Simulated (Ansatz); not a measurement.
Program: Ansatz. Geometries: PBE0-D4/def2-TZVP. ΔE: electronic, gas phase. CBS: MP2 limit from def2 TZ/QZ plus the TZ coupled-cluster correction, frozen cores. This one scheme is used for every species. Functionals use def2-TZVPP. B3LYP here is the variant with VWN-RPA as its local correlation; programs differ in this. HSE06 is defined as in plane-wave codes. For Zn outer-core shells are correlated without core-valence functions, which leaves a few kJ/mol of doubt a bond. Scalar relativity is left out up to krypton.

`C[NH][ZnH]` + H–F → `[F][ZnH]` + CH₃NH₂  (ligand exchange at a Zn–N bond)

`C[NH][ZnH]`:

```xyz
8

C    -0.263    0.711    0.778
N    -0.070    0.178   -0.550
Zn    0.543   -1.457   -1.025
H    -1.310    0.980    0.980
H     0.018   -0.028    1.534
H     0.347    1.603    0.972
H    -0.324    0.843   -1.263
H     1.058   -2.830   -1.427
```

H–F:

Cartesian coordinates in Å:
```
F -0.159 0.118 0.415
H 0.159 -0.118 -0.415
```

`[F][ZnH]`:

Z-matrix (Å, degrees):
```
Zn
F 1 1.750
H 1 1.507 2 180.0
```

CH₃NH₂:

Cartesian coordinates in Å:
```
C -0.121 -0.400 -0.385
N -0.072 0.501 0.754
H 0.665 -0.250 -1.139
H -1.086 -0.298 -0.886
H -0.052 -1.432 -0.033
H -0.145 1.464 0.450
H 0.812 0.415 1.239
```

```tsv
level	ΔE (kcal/mol)	difference from CCSD(T)/CBS
PBE-D4	-17.4	0.1
r2SCAN0-D4	-18.3	-0.8
BHLYP-D4	-19.5	-2.0
ωB97X-V	-19.2	-1.7
revPBE	-19.1	-1.6
B3LYP	-20.0	-2.5
r2SCAN0	-18.6	-1.1
HSE06	-18.0	-0.5
CCSD/def2-SVP	-20.5	-3.0
HF/def2-QZVPP	-23.9	-6.4
CCSD(T)/CBS	-17.5	0
```

Largest T1 diagnostic among the species: 0.018.

At CCSD(T), def2-SVP lies −2.4 kcal/mol from the extrapolated value and def2-TZVPP +0.7 kcal/mol. Leaving LDA and LC-ωPBE aside and taking each functional with its dispersion term where it has one, the values, not all of them listed here, spread over 3.5 kcal/mol, from B97M-V to revPBE-D4. LDA lies +3.5 kcal/mol from PBE without D4.
